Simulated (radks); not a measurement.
Problem. Calculated with a radial shooting solver on a logarithmic mesh with Libxc functionals: scalar-relativistic Kohn-Sham, LB94 model potential, spin-polarised, spherical densities, finite nucleus; open shells are filled with parallel spins first (spin-orbit coupling, left out, can overturn this in heavy ions); Fermi nuclear charge, rms radius of each element as measured or else 0.836 A^(1/3) + 0.57 fm. Response by self-consistent Sternheimer equations with the Hartree and adiabatic LDA kernel, the relativistic mass of each level held fixed and spin-orbit coupling left out. For heavy and open-shell atoms this level of theory can miss by tens of per cent. Rank Pt2+, Pt4+, Pt3+, Pt5+, Pt, Pt+, Pt6+ (NIST ground configurations) by static dipole polarisability, largest first.

Solution. Pt 30.89, Pt+ 14.05, Pt2+ 9.019, Pt3+ 6.255, Pt4+ 4.560, Pt5+ 3.449, Pt6+ 2.635 bohr^3.
